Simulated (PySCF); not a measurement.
**AsF at M06-L**

Level: M06-L. As def2-SVP, F def2-SVP; no relativity (PySCF 2.14).

- state: ³Σ⁻ (triplet), unpaired electrons π ↑↑
- bond length: 1.768 Å
- harmonic wavenumber: 677 cm⁻¹
- force constant: 4.09 mdyn/Å
- rotational constant Be: 0.3560 cm⁻¹
- anharmonicity ωexe: 2.91 cm⁻¹
- vibration–rotation constant αe: 0.00232 cm⁻¹
- well depth De to As + F: 4.26 eV
- dissociation energy D0: 4.22 eV
- bond order (Mayer): 0.97
- dipole moment (positive dipole means As(−)F(+)): -1.80 D

Spin–orbit coupling is left out. The state is the lowest determinant that a PBE0 search found; another state may lie lower at other levels.
